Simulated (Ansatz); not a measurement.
`BCB(B)F` + `[CH2]1[NH][AlH]1` → `B[N]1[CH2][AlH]1` + `BCBF` at 400 K and 1 bar (cleavage of the B–B bond).

Computed with Ansatz on PBE0-D4/def2-TZVP structures; ΔE is electronic, products minus reactants. CCSD(T)/CBS adds triple-zeta CCSD(T) − MP2 to the extrapolated MP2 energy (def2 sets, frozen cores). One conformer a species, not always the lowest.

```
           species  CCSD(T)/CBS energy (Eh)  H − E (kJ/mol)  S (J/(mol·K))
         `BCB(B)F`               -215.84147           228.2          381.5
`[CH2]1[NH][AlH]1`               -337.12157           146.5          291.6
`B[N]1[CH2][AlH]1`               -362.54602           182.9          331.2
            `BCBF`               -190.47993           190.8          331.6
```

H − E and S are ideal-gas, rigid-rotor, harmonic terms from PBE0-D4/def2-TZVP, for one conformer and one mirror image of each species. 1 Eh = 2625.50 kJ/mol, R = 8.31446 J/(mol·K).

Problem. By hand: ΔE, ΔH, ΔS and ΔG.

Solution. ΔE = (-362.54602) + (-190.47993) − (-215.84147) − (-337.12157) = -0.06291 Eh = -165.2 kJ/mol. Δ(H − E) = 182.9 + 190.8 − 228.2 − 146.5 = -1.0, so ΔH = -166.2 kJ/mol. ΔS = 331.2 + 331.6 − 381.5 − 291.6 = -10.3 J/(mol·K). ΔG = -166.2 − 400 × (-10.3)/1000 = -162.1 kJ/mol.

Problem. By hand: the equilibrium constant, and the temperature at which ΔG would vanish if ΔH and ΔS stayed fixed.

Solution. log₁₀ K = −ΔG/(RT ln 10) = 21.2. ΔG = 0 at ΔH/ΔS = 16136 K, far beyond where these terms or the molecules hold.

The number of gas molecules stays the same, so ΔS is small and ΔH decides. A doubt of 5 kJ/mol in ΔE shifts log₁₀ K by 0.7 here. Other conformers and mirror images would add mixing entropy, several J/(mol·K) or more a flexible species. Modes under 60 cm⁻¹, often nearly free rotors, make the harmonic entropy too high. These are equilibria of isolated gas molecules and say nothing of rates. Largest T1 diagnostic: 0.015 (customary marks: 0.02 for closed shells, 0.045 for open ones).
